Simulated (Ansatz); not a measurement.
Input file for Ansatz (an electronic-structure program): R-r2SCAN/def2-TZVPPD on GaH3 (SMILES [GaH3]) with ghost functions. Files ending in .json are basis or fitting sets from the Basis Set Exchange.

Ansatz 0.2 input:
```yaml
crystal:
  periodic: [false, false, false]
  atoms:
    - {symbol: Ga, position_ang: [0.47028930, -0.36793714, 0.77091002]}
    - {symbol: H, position_ang: [0.08717462, -1.90124178, 0.83917580]}
    - {symbol: H, position_ang: [-0.28102932, 0.54110830, -0.28343333]}
    - {symbol: H, position_ang: [1.92853494, 0.05567303, 1.21425464]}
basis:
  gaussian:
    orbitals: def2-TZVPPD.json
    ghost_atoms:
      - {symbol: N, position_ang: [-0.59425037, 0.29204150, 2.55530290]}
      - {symbol: H, position_ang: [-1.58757803, 0.10579508, 2.46808189]}
      - {symbol: H, position_ang: [-0.25005719, -0.19355090, 3.37672084]}
      - {symbol: H, position_ang: [-0.46835167, 1.28839341, 2.69822457]}
hamiltonian:
  xc: {name: r2SCAN}
scf: {lower_state_search: off}
```

The head of its log:

```
WARN ansatz: RAYON_NUM_THREADS=2 ignored (pool sized by the plan → 2); use --threads N
Functional definition: r2SCAN
these checks for a lower state are left out or cut short: stability, starts, cluster_reference, orbital_swaps, neighbouring_geometries, increment
integrals: 0.09 GiB planned
886 factors; their error is unknown
mean field: 0.75 GiB planned
mean field evaluation 1: about -52424.5225 eV, gradient 2.7e1 eV
mean field evaluation 2: about -52424.2664 eV, gradient 3.9e1 eV
```

Task: Predict the final total energy.

Result: -1926.6009 hartree.
